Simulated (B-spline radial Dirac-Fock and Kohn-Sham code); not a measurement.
Total conversion coefficients of Tc against transition energy

The computed values come from a B-spline atomic structure program: a Dirac-Hartree-Slater potential of the neutral atom with a Latter tail (no hole, which puts coefficients of high multipoles low close above an edge), finite nucleus with surface currents. Subshells within 1 keV of threshold and pair formation are left out.

| energy (keV) | E1 | E2 | E3 | E5 | M1 | M3 |
| --- | --- | --- | --- | --- | --- | --- |
| 20 | 1.82 | 435 | 65200 | 3.43e+08 | 3.97 | 52100 |
| 23.6 | 7.55 | 236 | 24100 | 9.55e+07 | 18.6 | 23600 |
| 30.6 | 3.77 | 88.3 | 5250 | 1.28e+07 | 8.63 | 6570 |
| 45.4 | 1.27 | 21.3 | 589 | 611000 | 2.71 | 1000 |
| 47.8 | 1.10 | 17.7 | 449 | 412000 | 2.33 | 789 |
| 50 | 0.972 | 15.1 | 355 | 292000 | 2.04 | 639 |
| 55.1 | 0.738 | 10.7 | 215 | 139000 | 1.54 | 407 |
| 88.9 | 0.187 | 1.92 | 20.8 | 3980 | 0.391 | 45.6 |
| 100 | 0.133 | 1.26 | 12.0 | 1720 | 0.281 | 26.9 |
| 123 | 0.0732 | 0.597 | 4.65 | 405 | 0.158 | 10.8 |
| 165 | 0.0313 | 0.207 | 1.26 | 57.4 | 0.0711 | 3.04 |
| 170 | 0.0288 | 0.186 | 1.10 | 47.4 | 0.0657 | 2.68 |
| 196 | 0.0192 | 0.112 | 0.594 | 19.3 | 0.0450 | 1.48 |
| 200 | 0.0181 | 0.104 | 0.545 | 17.1 | 0.0426 | 1.36 |
| 210 | 0.0158 | 0.0879 | 0.442 | 12.6 | 0.0375 | 1.11 |
| 269 | 0.00790 | 0.0371 | 0.156 | 2.92 | 0.0197 | 0.411 |
| 281 | 0.00701 | 0.0320 | 0.131 | 2.28 | 0.0177 | 0.346 |
| 332 | 0.00448 | 0.0183 | 0.0670 | 0.905 | 0.0116 | 0.182 |
| 432 | 0.00227 | 0.00788 | 0.0246 | 0.232 | 0.00606 | 0.0687 |
| 500 | 0.00159 | 0.00507 | 0.0145 | 0.115 | 0.00427 | 0.0410 |
| 546 | 0.00129 | 0.00392 | 0.0107 | 0.0766 | 0.00346 | 0.0302 |
| 630 | 0.000928 | 0.00263 | 0.00669 | 0.0409 | 0.00248 | 0.0187 |
| 657 | 0.000845 | 0.00235 | 0.00586 | 0.0342 | 0.00225 | 0.0163 |
| 744 | 0.000646 | 0.00170 | 0.00400 | 0.0206 | 0.00169 | 0.0109 |
| 905 | 0.000432 | 0.00105 | 0.00227 | 0.00981 | 0.00109 | 0.00595 |
| 1000 | 0.000356 | 0.000831 | 0.00174 | 0.00689 | 0.000880 | 0.00442 |
| 1710 | 0.000139 | 0.000272 | 0.000479 | 0.00131 | 0.000288 | 0.00101 |
| 1810 | 0.000127 | 0.000244 | 0.000423 | 0.00112 | 0.000257 | 0.000875 |
| 2000 | 0.000109 | 0.000203 | 0.000342 | 0.000859 | 0.000212 | 0.000682 |

Q: How fast do they fall between 1710 and 2000 keV?

A: As powers of the energy: E1 E^-1.57, E2 E^-1.87, E3 E^-2.14, E5 E^-2.69, M1 E^-1.96, M3 E^-2.52. Within one type (E or M) the higher multipoles fall faster.
